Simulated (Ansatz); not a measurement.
Sn₂₀H₂₈, a nanocrystal cut from cubic tin, relaxed as a singlet with RKS PBE-D4/def2-SVP in Ansatz, starting from a model built from a lattice or polyhedron. Force threshold 0.03 eV/Å.

In the def2 sets Sn takes a core potential; there is no spin–orbit coupling. Single mean-field runs in def2-SVP are fitted with def2-universal-jkfit.

Start:

```xyz
48

Sn   -0.034   -4.376    2.828
Sn    3.638    2.658    2.614
Sn    2.745    2.985   -1.885
Sn   -0.917   -4.052   -1.661
Sn    0.481   -0.387   -4.025
Sn    1.361   -0.690    0.457
Sn   -2.036   -0.322    3.521
Sn   -0.677    3.365    1.171
Sn   -2.893   -0.015   -0.958
Sn   -1.552    3.681   -3.330
Sn    3.234   -0.078    2.455
Sn    0.931   -3.449    0.342
Sn   -2.429   -3.086    3.403
Sn    2.357    0.217   -2.022
Sn    1.222    3.962    3.167
Sn    0.316    4.270   -1.328
Sn    0.046   -3.151   -4.139
Sn   -3.349   -2.795   -1.088
Sn   -1.956    0.931   -3.450
Sn   -1.051    0.596    1.033
H    -0.272   -6.087    2.744
H     1.129   -4.033    4.064
H     4.778    3.017    3.809
H     4.222    3.220    1.077
H     3.342    3.534   -3.398
H     3.895    3.350   -0.688
H    -1.159   -5.751   -1.726
H     1.093    0.181   -5.559
H    -0.914    0.043    4.734
H    -3.541    0.470    3.872
H    -2.158    4.159    1.497
H    -4.432    0.757   -0.647
H    -0.950    4.225   -4.867
H    -3.037    4.485   -2.979
H     4.711   -0.884    2.146
H     2.648   -0.662    3.972
H     2.436   -4.243   -0.025
H    -3.052   -3.638    4.923
H    -3.596   -3.460    2.157
H     3.838   -0.555   -2.359
H     1.476    5.662    3.193
H     0.577    3.382    4.672
H     0.570    5.950   -1.249
H     1.559   -3.937   -4.481
H    -1.081   -3.522   -5.371
H    -4.477   -3.152   -2.329
H    -3.926   -3.333    0.409
H    -3.113    0.561   -4.698
```

| step | energy (eV) | largest force component (eV/Å) | SCF passes |
| --- | --- | --- | --- |
| 1 | -117094.8561 | 0.535 | 19 |
| 2 | -117094.9015 | 0.757 | 21 |
| 3 | -117095.1347 | 0.061 | 21 |
| 4 | -117095.1439 | 0.041 | 20 |
| 5 | -117095.1518 | 0.050 | 19 |
| 6 | -117095.1580 | 0.036 | 19 |
| 7 | -117095.1590 | 0.025 | 20 |

Force components are those of the run's own axes.

End:

```xyz
48

Sn    0.103   -4.352    2.855
Sn    3.540    2.562    2.904
Sn    2.760    3.026   -2.071
Sn   -0.968   -4.099   -1.724
Sn    0.456   -0.404   -4.073
Sn    1.356   -0.699    0.397
Sn   -1.885   -0.235    3.549
Sn   -0.635    3.392    1.083
Sn   -2.971   -0.016   -1.040
Sn   -1.554    3.728   -3.388
Sn    3.098   -0.194    2.563
Sn    0.908   -3.490    0.292
Sn   -2.238   -3.023    3.662
Sn    2.351    0.235   -2.076
Sn    1.104    3.922    3.240
Sn    0.350    4.316   -1.392
Sn    0.052   -3.194   -4.193
Sn   -3.419   -2.793   -1.253
Sn   -1.959    0.938   -3.498
Sn   -1.086    0.602    0.972
H    -0.135   -6.074    2.876
H     1.376   -4.003    3.984
H     4.600    2.859    4.251
H     4.343    3.172    1.491
H     3.233    3.524   -3.671
H     4.043    3.472   -0.988
H    -1.225   -5.823   -1.792
H     1.052    0.162   -5.613
H    -0.643    0.246    4.666
H    -3.333    0.595    4.034
H    -2.164    4.181    1.385
H    -4.470    0.803   -0.680
H    -1.017    4.317   -4.933
H    -3.057    4.526   -3.034
H     4.599   -1.041    2.341
H     2.363   -0.854    3.994
H     2.414   -4.272   -0.119
H    -2.709   -3.525    5.259
H    -3.536   -3.458    2.595
H     3.850   -0.585   -2.431
H     1.374    5.630    3.409
H     0.348    3.390    4.712
H     0.608    6.041   -1.322
H     1.556   -3.990   -4.545
H    -1.048   -3.583   -5.483
H    -4.479   -3.087   -2.602
H    -4.201   -3.415    0.168
H    -3.107    0.570   -4.760
```

By distances, no bond broke or formed. The bond that changes most is Sn2–H23, from 1.69 to 1.74 Å (atoms count from 1).

No frequencies were taken in this run, so the end may be a saddle point.

It took 34 s on 4 threads of AMD EPYC 7R13 on a shared host and a share (37 GiB) of an NVIDIA H100 80GB HBM3, peak host memory 1.4 GiB.
